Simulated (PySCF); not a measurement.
Al+: ionisation energy

Al+ [Ne] 3s2 (1S) → Al(2+) [Ne] 3s1 (2S), as a difference of total energies. All numbers are calculated (PySCF 2.14, the non-relativistic Hamiltonian (point nucleus), in aug-cc-pV(Q+d)Z with one added diffuse shell each of s, p, d, f, g type (8s7p6d4f3g, 114 functions)). Correlated levels: valence: [Ne] frozen. The calculations carry no spin-orbit coupling.

```json
{"method": "UHF", "ionisation energy (eV)": "17.521", "error (eV)": "-1.308"}
{"method": "LDA", "ionisation energy (eV)": "18.899", "error (eV)": "+0.070"}
{"method": "PBE", "ionisation energy (eV)": "18.763", "error (eV)": "-0.066"}
{"method": "PBE0", "ionisation energy (eV)": "18.656", "error (eV)": "-0.173"}
{"method": "r2SCAN", "ionisation energy (eV)": "18.380", "error (eV)": "-0.449"}
{"method": "M06", "ionisation energy (eV)": "18.796", "error (eV)": "-0.033"}
{"method": "r2SCAN0", "ionisation energy (eV)": "18.410", "error (eV)": "-0.419"}
{"method": "M06-2X", "ionisation energy (eV)": "18.998", "error (eV)": "+0.169"}
{"method": "MP2 (valence)", "ionisation energy (eV)": "18.314", "error (eV)": "-0.515"}
{"method": "SCS-MP2 (valence)", "ionisation energy (eV)": "18.473", "error (eV)": "-0.356"}
```

Reference: 18.829 eV (measured; NIST Atomic Spectra Database, ionization energies).

Errors of the correlated levels include the incompleteness of this basis and the frozen core.

MP2 underrates the near-degeneracy of ns² with np² in the lower species.
